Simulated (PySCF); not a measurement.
Gas-phase reaction: 3 I2 + 2 C3H7 (n-propyl) + 2 H2 ⇌ 6 CH3I

Method: PySCF energies plus ideal-gas RRHO corrections (1 bar). † marks an energy on the PBE0/def2-TZVP geometry and frequencies. MP2 freezes the core. Open shells (unrestricted): C3H7 (n-propyl) (multiplicity 2); the rest are closed-shell singlets. B3LYP is the form with VWN-RPA correlation. I: scalar-relativistic def2 core potential, no spin-orbit coupling. MP2 isn't extrapolated to the basis-set limit.

MP2/def2-SVP† gives ΔH°(298 K) = -308 kJ.

What do PBE/def2-TZVP†, B3LYP/def2-TZVP†, ωB97X-V/def2-TZVP† give?

PBE/def2-TZVP†: -296 kJ; B3LYP/def2-TZVP†: -285 kJ; ωB97X-V/def2-TZVP†: -316 kJ. For scale, ΔH°(298 K) is -308 kJ at this level, -314 kJ at ωB97M-V/def2-TZVP†, and runs from -376 to -211 kJ over the 17 levels computed.
